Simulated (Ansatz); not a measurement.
Geometry optimisation, Ansatz, DFT PBE, scalar-relativistic, plane waves, PAW.

input.yaml

```yaml
crystal:
  lattice:
    - [5.105311, 0.0, 0.0]
    - [2.552655, 4.421329, 0.0]
    - [0.0, 0.0, 17.168469]
  atoms:
    - { symbol: Cu, position: [0.16666668, 0.16666667, 0.05824631] }
    - { symbol: Cu, position: [0.66666668, 0.16666667, 0.05824631] }
    - { symbol: Cu, position: [0.16666673, 0.66666666, 0.05824631] }
    - { symbol: Cu, position: [0.66666673, 0.66666666, 0.05824631] }
    - { symbol: Cu, position: [-0.16666663, 0.33333333, 0.17964528] }
    - { symbol: Cu, position: [0.33333336, 0.33333333, 0.17964528] }
    - { symbol: Cu, position: [-0.16666659, 0.83333333, 0.17964528] }
    - { symbol: Cu, position: [0.33333341, 0.83333333, 0.17964528] }
    - { symbol: Cu, position: [0.0, 0.0, 0.30104425] }
    - { symbol: Cu, position: [0.5, 0.0, 0.30104425] }
    - { symbol: Cu, position: [5.0e-08, 0.5, 0.30104425] }
    - { symbol: Cu, position: [0.50000004, 0.5, 0.30104425] }
    - { symbol: Na, position: [0.83333341, 0.83333333, 0.45772683] }
basis:
  ecutwfc: 420.0
kpoints:
  mp_grid: { grid: [4, 4, 1] }
hamiltonian:
  xc: pbe
scf:
  occupations: { method: fermi_dirac, width: 0.1 }
  lower_state_search: "off"
relax:
  f_tol: 0.03
  max_steps: 60
  adjacent_minimum: "off"
  constraints: [{ sites: [0, 1, 2, 3] }]
output:
  write_density: true
  write_potential: true
  elf: true
  volumetric_format: npy
```

Run as:

```bash
$ ansatz run input.yaml --threads 4 --pin off --max-ram 10240MiB --backend cpu --events-out ev --progress --plain --runs-dir out
```

Task: Where does it end, and by what steps?

Result: The run converged. The force dipped under the threshold on the way, but the program's further checks kept it going. Limits of this set-up: coarse k mesh, thin slab, slab without dipole correction. After 5 steps the energy has fallen by 0.088 eV; Na13 moved furthest, 0.28 Å.

```json
{"step": "0", "energy less start (eV)": "0.0000", "largest force component (eV/Å)": "0.480", "accepted": "yes"}
{"step": "1", "energy less start (eV)": "-0.0415", "largest force component (eV/Å)": "0.376", "accepted": "yes"}
{"step": "2", "energy less start (eV)": "-0.0809", "largest force component (eV/Å)": "0.180", "accepted": "yes"}
{"step": "3", "energy less start (eV)": "-0.0869", "largest force component (eV/Å)": "0.084", "accepted": "yes"}
{"step": "4", "energy less start (eV)": "-0.0884", "largest force component (eV/Å)": "0.007", "accepted": "yes"}
{"step": "5", "energy less start (eV)": "-0.0884", "largest force component (eV/Å)": "0.007", "accepted": "yes"}
```

```xyz
13
Lattice="5.1053 0.0000 0.0000 2.5527 4.4213 0.0000 0.0000 0.0000 17.1685" Properties=species:S:1:pos:R:3
Cu 1.276 0.737 1.000
Cu 3.829 0.737 1.000
Cu 2.553 2.948 1.000
Cu 5.105 2.948 1.000
Cu -0.005 1.477 3.094
Cu 2.558 1.477 3.094
Cu 1.276 3.684 3.074
Cu 3.829 3.678 3.094
Cu 0.007 0.004 5.163
Cu 2.545 0.004 5.163
Cu 1.276 2.202 5.163
Cu 3.829 2.211 5.271
Na 6.382 3.684 7.579
```

Whether the end is a true minimum wasn't checked by a vibrational analysis.

The run took 24 s on 4 threads of Intel(R) Xeon(R) Platinum 8488C (Sapphire Rapids) (shared host), peak memory 1.5 GiB.
